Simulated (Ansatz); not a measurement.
`C/C=[N]\[GeH3]` → `C[N](C)[GeH]`  (isomerisation)

Calculated with Ansatz (gas phase, PBE0-D4/def2-TZVP geometries, no zero-point term in ΔE). CBS: MP2 limit from def2 TZ/QZ plus the TZ coupled-cluster correction, frozen cores. Functionals use def2-TZVPP. For Ge outer-core shells are correlated without core-valence functions, which leaves a few kJ/mol of doubt a bond. Scalar relativity is left out up to krypton.

(1) Is it downhill or uphill in electronic energy at CCSD(T)/CBS, and by how much? (Estimate.)

(2) What do these levels give: ωB97X-V, ωB97M-V, PBE0, MP2/def2-TZVPP, HF/def2-QZVPP, MP2/CBS(def2)? (Estimate.)

Largest T1 diagnostic among the species: 0.016.

Answers

(1) The calculation gave: Downhill: ΔE = -3.6 kcal/mol.

(2) The calculation gave: ωB97X-V -1.9, ωB97M-V -4.0, PBE0 -3.9, MP2/def2-TZVPP -1.3, HF/def2-QZVPP 2.8, MP2/CBS(def2) -3.7 kcal/mol.

The D4 term adds −0.8 kcal/mol with B3LYP and −0.4 kcal/mol with PBE0; it sums over pairs of atoms, weighted by their polarisabilities, and B3LYP, whose exchange is more repulsive, gets the larger term. In def2-TZVPP, CCSD(T) changes the Hartree–Fock value by −4.1 kcal/mol (the triples alone add −0.2 kcal/mol) and MP2 by −4.2 kcal/mol. From PBE to PBE0 (25 % exact exchange), in def2-TZVPP and without D4, ΔE moves by +1.3 kcal/mol.

B3LYP here is the variant with VWN-RPA as its local correlation; programs differ in this.
